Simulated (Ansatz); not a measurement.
VOCl3 (VCl₃O). Total charge 0; singlet. Geometry PBE0-D4/def2-SVP, basis def2-TZVP, Ansatz.

```csv
run,HOMO (eV),LUMO (eV)
A,-9.41,-4.58
B,-8.12,-4.96
C,-9.69,-4.38
D,-8.30,-5.09
E,-10.96,-3.35
F,-9.29,-4.75
```

B3LYP takes the VWN-RPA correlation. HSE06 is defined as in plane-wave codes, on full-range PBE exchange.

Question: The runs used B3LYP, BLYP, CAM-B3LYP, HSE06, PBE, PBE0. Estimate which is which.

Answer: A B3LYP (20 % exact exchange); B BLYP (0 % exact exchange); C PBE0 (25 % exact exchange); D PBE (0 % exact exchange); E CAM-B3LYP (range-separated); F HSE06 (range-separated). Exact exchange lowers occupied and raises empty levels; among semilocal functionals meta-GGAs tend to open the gap a little, and such runs are hard to tell apart. The gap grows from 3.16 eV (BLYP) to 7.61 eV (CAM-B3LYP). The restricted singlet is unstable towards broken spin symmetry in Hartree–Fock (as tested in another run); at B3LYP-D4/def2-TZVP, BLYP-D4/def2-TZVP, PBE0-D4/def2-TZVP, CAM-B3LYP-D4/def2-TZVP and others this wasn't settled.
